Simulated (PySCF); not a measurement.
[Fe(SeH)4]2-: Fe(II) (d6), charge -2. The structure is a PBE0-D3(BJ)/def2-SVP, IEF-PCM water geometry optimised for multiplicity 5; coordination tetrahedral, point group S4, metal–donor distances 2.50 Å.

```
9

Fe    0.000    0.000    0.000
Se    1.482    1.482    1.363
H     0.470    2.447    1.829
Se   -1.482   -1.482    1.363
H    -0.470   -2.447    1.829
Se   -1.482    1.482   -1.363
H    -2.447    0.470   -1.829
Se    1.482   -1.482   -1.363
H     2.447   -0.470   -1.829
```

Method (PySCF 2.14, density fitting): CASSCF(6,5) with orbitals averaged over all microstates of the shell, strongly contracted NEVPT2 on the averaged canonical orbitals; basis x2c-TZVPall on the metal, x2c-SVPall elsewhere; spin-free X2C; IEF-PCM water; spin-orbit coupling by state interaction with the mean-field operator over all roots.

Which term lies lowest, and with what spin?

5B (from 5E) (S = 2, orbital degeneracy 1), with 3.0 electrons in the lower (e-type) set and 3.0 in the upper (t2-type) set, by NEVPT2.

Where do the spin-allowed transitions within the shell lie?

By NEVPT2: 5A (from 5E) at 2220 cm⁻¹; 5E (from 5T2) at 4170 cm⁻¹; 5B (from 5T2) at 5991 cm⁻¹. The strongest, at 4170 cm⁻¹, has f = 1.1e-04.

Which is the lowest state of another spin?

3A (from 3T1) at 17318 cm⁻¹ by NEVPT2; CASSCF alone puts it at 19643 cm⁻¹ above the same ground state.

What ligand-field parameters describe the result?

At CASSCF level (the NEVPT2 levels don't fit a ligand-field model well): orbital energies 0, 1391, 3040, 3040, 4266 cm⁻¹; 10Dq = 2753 cm⁻¹ (difference of the means of the two sets); B = 1088 cm⁻¹; C = 4066 cm⁻¹; B over its free-ion value at the same level 0.921; rms of the fit 111 cm⁻¹; ζ = 380 cm⁻¹ (free ion 412).

What magnetic behaviour follows?

The ground multiplet follows a spin Hamiltonian with S = 2, g = 2.046, 2.046, 2.121, D = -5.80 cm⁻¹, E/|D| = 0.00 (spin-orbit part alone); the lowest levels hold 99 % of the spin-free ground state. μeff is 5.12 μB at 300 K and 4.85 μB at 10 K; the spin-only value is 4.90 μB.

NEVPT2 lifts 5E (from 5T2) from 2711 to 4170 cm⁻¹; on the d shell alone such lifts tend to overshoot. Gaps between spin states lean to high spin in this active space.

The job took 39 s on one thread of Arm Neoverse V1 (shared host), with 196 basis functions and a peak of 1 GiB, launched as `OMP_NUM_THREADS=1 python lf_run.py task.json out`.
